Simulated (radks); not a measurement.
The numbers below are computed, except where a source is named.
Initial-state core-level shifts of the copper ion Cu3+ when its valence configuration changes from [Ar] 3d8. Code: a radial shooting solver on a logarithmic mesh with Libxc functionals. Model: non-relativistic Kohn-Sham, SCAN, spin-polarised, spherical densities, point nucleus; open shells are filled with parallel spins first; meta-GGA in the generalised Kohn-Sham scheme. Shifts are changes of the shell-averaged eigenvalues in eV (positive: less bound); the change of the density at the nucleus, which sets a Mossbauer isomer shift, is in e/bohr^3, on a base of 1.663e+04.

| valence | 1s | 2s | 2p | 3s | density at nucleus |
|---|---|---|---|---|---|
| 3d7 4p1 | -11.312 | -12.329 | -12.268 | -10.330 | +3.218 |
| 3d7.5 4p0.5 | -5.589 | -6.079 | -6.048 | -5.154 | +1.538 |
| 3d6 4p2 | -23.242 | -25.438 | -25.328 | -20.766 | +7.035 |
| 3d6.5 4p1.5 | -17.192 | -18.781 | -18.693 | -15.534 | +5.056 |
| 3d5 4s1 4p2 | -34.661 | -38.166 | -38.034 | -30.084 | +27.723 |
| 3d5 4s2 4p1 | -34.067 | -37.494 | -37.388 | -29.459 | +42.203 |
